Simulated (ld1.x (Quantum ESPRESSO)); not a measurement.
## What one change does to a pseudopotential (B (Z = 5), RRKJ)

* Element: boron (B)
* Generator: ld1.x (Quantum ESPRESSO) 7.5
* Type: norm-conserving RRKJ (Kleinman–Bylander form)
* Functional: PBE
* Relativity: scalar-relativistic
* Frozen core: [He]
* Valence charge: 3
* Reference configuration: 2s2 2p1
* Partial waves: 2p (bound): rc 3.90 bohr; 2s (bound): rc 1.00 bohr
* Local potential: the s channel
* Core correction: a·sin(br)/r model core inside 0.45 bohr

Change: all radii but the core radius scaled by about 1.42 (s 1.42, p 5.52 bohr).

Cutoffs: the cutoffs (Ry, on a coarse ladder) from which the occupation-weighted sum of valence levels, in a spherical-Bessel basis at the reference potential, stays within 10 and 1 mRy of its value at 400 Ry; they do not see the model core or the augmentation charge, which bear on the density cutoff. Errors are all-electron minus pseudo energies relative to the spin-unpolarised reference configuration.

Q: How do hardness, ghosts and transferability respond?

A: The potential gets softer (55 Ry and 140 Ry → 21 Ry and 50 Ry); of the 7 tests that both files solve, the error grows in 7 and shrinks in 0 by more than 15 % and 0.3 meV (median size 142.3 → 242.1 meV); neither file shows a bound ghost at the reference potential, the only one tested. A larger radius leaves more room for a smooth pseudo-wave, so fewer plane waves are needed. More of the atom is replaced by a form fitted at one configuration, so other configurations suffer.

| quantity | base | changed |
| --- | --- | --- |
| cutoff, loose | 55 Ry | 21 Ry |
| cutoff, tight | 140 Ry | 50 Ry |
| loose cutoff by channel (10 mRy a level) | p 6 Ry, s 45 Ry | p 6 Ry, s 18 Ry |
| bound ghosts | none | none |
| error for 2s2 2p0, meV [ΔE 8.22 eV] | +301 | +864 |
| error for 2s1 2p0, meV [ΔE 33.64 eV] | +825 | +2253 |
| error for 2s2 2p0.5, meV [ΔE 2.89 eV] | +48 | +165 |
| error for 2s1 2p1, meV [ΔE 14.36 eV] | -142 | -242 |
| error for 2s2 2p1.3, meV [ΔE -0.74 eV] | +5.5 | +29 |
| error for 2s1 2p2, meV [ΔE 5.85 eV] | -65 | -223 |
| error for 2s0 2p3, meV [ΔE 11.72 eV] | -259 | -919 |

Changed file: These tests converged, but a pseudo level misses the all-electron one widely, so the file describes the atom poorly there or has found another state: 2s2 2p0: empty 2p by 2.1 eV; 2s1 2p0: empty 2p by 4.5 eV; 2s0 2p3: 2p by 1.0 eV.
